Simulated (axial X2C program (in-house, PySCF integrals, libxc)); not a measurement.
**Spin–orbit effects along a row: molecules with N (ions), PBE0**

All values come from calculations with an in-house all-electron X2C program for linear molecules (integrals from PySCF), spin-free (one-electron X2C) or two-component (2c: spin–orbit coupling with atomic mean-field Coulomb and Gaunt terms, which also bring small scalar terms), in Dyall basis sets with cores contracted in-house; open shells are unrestricted.

Basis sets: B dyall-v3z, Be dyall-cv3z, C dyall-v3z, Li dyall-cv3z, N dyall-av3z, O dyall-av3z.

```json
{"molecule": "LiN⁺", "spin-free state": "M_S = 3/2, Λ = 0", "Re (Å)": "2.221", "ωe (cm⁻¹)": "270.7", "De (eV)": "0.24", "2c state": "Ω = 3/2", "Re 2c (Å)": "2.221", "ωe 2c (cm⁻¹)": "270.7", "De 2c (eV)": "0.24"}
{"molecule": "BeN⁺", "spin-free state": "M_S = 1, Λ = 0", "Re (Å)": "1.573", "ωe (cm⁻¹)": "985.2", "De (eV)": "2.18", "2c state": "Ω = 1", "Re 2c (Å)": "1.573", "ωe 2c (cm⁻¹)": "985.3", "De 2c (eV)": "2.18"}
{"molecule": "BN⁺", "spin-free state": "M_S = 3/2, Λ = 0", "Re (Å)": "1.435", "ωe (cm⁻¹)": "1167.9", "De (eV)": "2.22", "2c state": "Ω = 3/2", "Re 2c (Å)": "1.435", "ωe 2c (cm⁻¹)": "1167.9", "De 2c (eV)": "2.22"}
{"molecule": "CN⁺", "spin-free state": "M_S = 1, Λ = 1", "Re (Å)": "1.226", "ωe (cm⁻¹)": "1839.0", "De (eV)": "5.18", "2c state": "Ω = 2", "Re 2c (Å)": "1.226", "ωe 2c (cm⁻¹)": "1839.0", "De 2c (eV)": "5.19"}
{"molecule": "NO⁺", "spin-free state": "M_S = 0, Λ = 0", "Re (Å)": "1.054", "ωe (cm⁻¹)": "2523.9", "De (eV)": "10.92", "2c state": "Ω = 0", "Re 2c (Å)": "1.054", "ωe 2c (cm⁻¹)": "2524.1", "De 2c (eV)": "10.93"}
```

(1) Work out the shifts from the spin-free to the two-component result.

Fragments in 2c: N + Li+, N + Be+, N + B+, N + C+, O+ + N. Each entry is the lowest single determinant of a limited PBE0 search at one distance. De goes to single-determinant-based atoms at the same level (for ions the charge split of lowest energy) and is withheld (n/a) where an atom does not fit its ground term or J level. Main or longest-lived isotopes. One determinant is a doubtful description, or other states lie close, for LiN⁺, BeN⁺, BN⁺, CN⁺; these need not be ground states, and all values refer to the states named. Some open-shell Ω = 0 determinants are out of reach, so the Ω given for BeN⁺, CN⁺ need not be the lowest component. With several unpaired electrons the Ω given is that of one determinant, not necessarily of the lowest component. Some light 2c atoms are not at their ground J level, so De misses part of their lowering (0.04 eV or less). The functionals have no current term, which raises determinants with orbital currents.

## Answers

(1) 

```tsv
molecule	2c state	ΔRe (Å)	Δωe (cm⁻¹)	ΔDe (eV)
LiN⁺	Ω = 3/2	0.000	0.0	0.00
BeN⁺	Ω = 1	0.000	0.1	0.00
BN⁺	Ω = 3/2	0.000	0.0	0.00
CN⁺	Ω = 2	0.000	0.0	0.01
NO⁺	Ω = 0	0.000	0.2	0.01
```

Shifts of one unit in the last digit are rounding.
